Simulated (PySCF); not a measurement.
## Correlation energy of P (phosphorus, neutral)

[Ne] 3s1 3p4, high-spin 4P determinant (an excited configuration). Computed with PySCF 2.14 in x2c-TZVPPall (5s5p3d1f, 42 functions), with the spin-free X2C one-electron Hamiltonian (Gaussian nucleus). Frozen: 1s2; 13 electrons correlated.

| level | correlation energy (mhartree) |
| --- | --- |
| CCSD | -265.31 |
| (T) | -9.64 |
| CCSD(T) | -274.95 |

Diagnostics: T1 = 0.016, D1 = 0.0758, largest double amplitude 0.180.

A double-excitation amplitude exceeds 0.15, a sign of near-degeneracy.

Cost of the coupled-cluster step: roughly 5 core-seconds, for 13 correlated electrons.

This basis was not built for core-valence correlation, so the inner-shell part is incomplete.
